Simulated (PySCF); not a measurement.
SiH₂FCl, SMILES F[SiH2]Cl. Geometry optimised at B3LYP-D3(BJ)/def2-TZVP.

PySCF with TDA-PBE0/def2-SVPD puts the lowest singlet excitations at 7.77, 7.93, 8.50, 8.64, 8.83, 9.18 eV.

### Question
What are the lowest excitation roots from ADC(2)/aug-cc-pVDZ (PySCF)? (An estimate is asked for; the answer gives what the named calculation found.)

### Answer
8.29, 8.35, 8.86, 8.90, 9.11, 9.49 eV. S1 differs by 0.52 eV (second minus first; roots are paired by order, and the bases may differ).
